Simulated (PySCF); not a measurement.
B(All)(H)2 (C₃H₇B), SMILES BCC=C. Atoms are numbered in the order given.

```xyz
11

B      0.8478     0.2466     1.7487
C      0.0744    -0.5062     0.6291
C     -0.5075     0.2954    -0.4874
C     -0.3452     0.0394    -1.7865
H     -0.7523    -0.8905     1.2822
H      0.5853    -1.4153     0.2736
H     -1.0895     1.1775    -0.1909
H      0.2324    -0.8244    -2.1323
H     -0.7796     0.6860    -2.5531
H      1.5878    -0.3607     2.4889
H      0.6471     1.4225     1.9575
```
Charge 0, spin multiplicity 1.

Geometry: PBE0-D3(BJ)/def2-SVP. The structure was generated by enumeration, and PubChem lists no compound with its InChIKey, so it may never have been made. The values are those of a single conformer.

Two levels are set side by side: PBE/pcSseg-1 (PySCF) and PBE0/pcSseg-1 (PySCF). GIAO shifts against BF3 (¹¹B), TMS (¹H), TMS (¹³C) at the same level; non-relativistic, no solvent, atoms listed together averaged. Differences are taken from unrounded values.

```json
[
 {"quantity": "δ(¹¹B) of B1 (ppm)", "PBE": "75.2"},
 {"quantity": "δ(¹³C) of C2 (ppm)", "PBE": "53.8"},
 {"quantity": "δ(¹³C) of C3 (ppm)", "PBE": "146.2"},
 {"quantity": "δ(¹³C) of C4 (ppm)", "PBE": "119.9"},
 {"quantity": "δ(¹H) of H7 (ppm)", "PBE": "6.71"},
 {"quantity": "δ(¹H) of H10, H11 (ppm)", "PBE": "7.99"}
]
```

Problem. These are the PBE values. What does PBE0 give? (An estimate is asked for; the answer gives what the named calculation found.)

Solution. 
```csv
quantity,PBE0,PBE minus PBE0
δ(¹¹B) of B1 (ppm),73.1,2.1
δ(¹³C) of C2 (ppm),49.7,4.1
δ(¹³C) of C3 (ppm),147.9,-1.7
δ(¹³C) of C4 (ppm),122.1,-2.2
δ(¹H) of H7 (ppm),6.73,-0.02
"δ(¹H) of H10, H11 (ppm)",7.83,0.16
```

Rough cost on one machine, each run with all the roots and properties that it gave: PBE0 against PBE within a factor of 2.
